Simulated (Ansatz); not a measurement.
Ansatz results at the PBE0-D4/def2-TZVP geometry: size of the dipole moment (B3LYP/def2-TZVPP) 1.94 D; HOMO–LUMO gap (PBE0/def2-TZVPP) 5.71 eV; LUMO energy (B3LYP/def2-TZVPP) -1.74 eV.

Each molecule was computed in one conformer, which needn't be the lowest.

(1) Which molecule gave them?
A. `[CH3][Ge]1([AlH2])[CH]=[CH]1`
B. `BrC1=COC1`
C. `O=C=CCBr`
D. `Br/C=C1\CO1`

## Answers

(1) C. The others give `Br/C=C1\CO1`: 1.40, 6.93, -0.18; `BrC1=COC1`: 0.33, 6.63, -0.17; `[CH3][Ge]1([AlH2])[CH]=[CH]1`: 0.60, 4.55, -2.16.

B3LYP here is the variant with VWN-RPA as its local correlation; programs differ in this.
